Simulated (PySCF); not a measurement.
C₃H₁₂Si₃, SMILES [SiH3][SiH2][SiH]1CCC1. The structure is a stationary point at PBE-D3(BJ)/def2-SVP. The structure was generated by enumeration, and PubChem lists no compound with its InChIKey, so it may never have been made. The values are those of a single conformer.

Question: Give the equilibrium geometry at PBE-D3(BJ)/def2-SVP (PySCF confirms it by a frequency run) as bond lengths and angles, and its point group. (An estimate is asked for; the answer gives what the named calculation found.)

Answer: One answer among several that fit: point group Cs.
Atoms: Si1 Si2 Si3 C4 C5 C6 H7 H8 H9 H10 H11 H12 H13 H14 H15 H16 H17 H18. Bond lengths (Å): Si1–Si2 2.353, Si1–H7 1.507, Si1–H8 1.506, Si1–H9 1.507, Si2–Si3 2.352, Si2–H10 1.510, Si2–H11 1.510, Si3–C4 1.918, Si3–C6 1.918, Si3–H12 1.511, C4–C5 1.561, C4–H13 1.107, C4–H14 1.110, C5–C6 1.561, C5–H15 1.111, C5–H16 1.111, C6–H17 1.110, C6–H18 1.107. Angles (°): Si2–Si1–H7 110.0, Si2–Si1–H8 111.9, Si2–Si1–H9 110.0, H7–Si1–H8 108.4, H7–Si1–H9 108.2, H8–Si1–H9 108.4, Si1–Si2–Si3 109.4, Si1–Si2–H10 108.8, Si1–Si2–H11 108.8, Si3–Si2–H10 111.0, Si3–Si2–H11 111.0, H10–Si2–H11 107.8, Si2–Si3–C4 113.0, Si2–Si3–C6 113.0, Si2–Si3–H12 110.9, C4–Si3–C6 78.0, C4–Si3–H12 119.3, C6–Si3–H12 119.3, Si3–C4–C5 87.0, Si3–C4–H13 121.6, Si3–C4–H14 110.3, C5–C4–H13 116.6, C5–C4–H14 111.6, H13–C4–H14 108.4, C4–C5–C6 101.3, C4–C5–H15 109.8, C4–C5–H16 114.8, C6–C5–H15 109.8, C6–C5–H16 114.8, H15–C5–H16 106.4, Si3–C6–C5 87.0, Si3–C6–H17 110.3, Si3–C6–H18 121.6, C5–C6–H17 111.6, C5–C6–H18 116.6, H17–C6–H18 108.4.
